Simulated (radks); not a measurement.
The nuclear charge of neutral gadolinium is varied continuously with 64 electrons held in [Xe] 4f7 5d1 6s2. Calculated with a radial shooting solver on a logarithmic mesh with Libxc functionals: Dirac Kohn-Sham, PBE, spin-unpolarised, spherical densities, finite nucleus; open shells fill j = l - 1/2 first; Fermi nuclear charge, rms radius 5.1569 fm. By the Hellmann-Feynman theorem dE/dZ = E(electron-nucleus)/Z, the electronic potential at the nucleus (averaged over a nucleus of fixed radius).

[
 {"Z": "63.75", "E (hartree)": "-11171.3982", "E(electron-nucleus)/Z (hartree)": "-430.418", "HOMO": "5d3/2", "e(HOMO) (eV)": "-0.933", "<r> HOMO (bohr)": "3.108"},
 {"Z": "64", "E (hartree)": "-11279.3169", "E(electron-nucleus)/Z (hartree)": "-432.931", "HOMO": "5d3/2", "e(HOMO) (eV)": "-2.638", "<r> HOMO (bohr)": "2.803"},
 {"Z": "64.25", "E (hartree)": "-11387.8633", "E(electron-nucleus)/Z (hartree)": "-435.440", "HOMO": "5d3/2", "e(HOMO) (eV)": "-4.581", "<r> HOMO (bohr)": "2.600"},
 {"Z": "64.5", "E (hartree)": "-11497.0369", "E(electron-nucleus)/Z (hartree)": "-437.949", "HOMO": "5d3/2", "e(HOMO) (eV)": "-6.720", "<r> HOMO (bohr)": "2.448"},
 {"Z": "64.75", "E (hartree)": "-11606.8378", "E(electron-nucleus)/Z (hartree)": "-440.458", "HOMO": "6s1/2", "e(HOMO) (eV)": "-8.989", "<r> HOMO (bohr)": "3.515"},
 {"Z": "65", "E (hartree)": "-11717.2660", "E(electron-nucleus)/Z (hartree)": "-442.968", "HOMO": "6s1/2", "e(HOMO) (eV)": "-10.841", "<r> HOMO (bohr)": "3.390"}
]

The central difference of E at Z = 64 is -432.930 hartree, to compare with the third column; the second derivative is -10 hartree.
